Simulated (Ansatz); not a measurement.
```yaml
atoms:
  - { symbol: C, position_ang: [0.0005, 0.0071, -1.3008] }
  - { symbol: C, position_ang: [-0.0051, 0.0047, -0.0072] }
  - { symbol: C, position_ang: [-0.0098, 0.0019, 1.3085] }
  - { symbol: H, position_ang: [-0.0055, -0.9425, -1.8689] }
  - { symbol: H, position_ang: [-0.0048, 0.9284, -1.8722] }
  - { symbol: H, position_ang: [-0.9294, 0.0066, 1.8761] }
  - { symbol: H, position_ang: [0.9467, -0.0008, 1.8762] }
```

Basis set: STO-3G (spherical functions). Frozen core: 3 orbitals. Charge 0, multiplicity 1.

Computed with Ansatz (development build ahead of 0.2.0); each method stands on the lowest determinant of its kind that the runs found. Restricted open shells among the atoms or ions are ROHF, correlated in semicanonical orbitals with singles.

The atomization energy at this shape (free ground-state atoms in the same class of orbitals less the molecule, no zero-point energy) of singlet C₃H₄:

```csv
method,atomization energy
RHF-MP2,30.26 eV
```

What does RHF give?

26.06 eV.

This basis has no polarisation functions and is too small for such energies, which can lie far from measured ones in either direction.
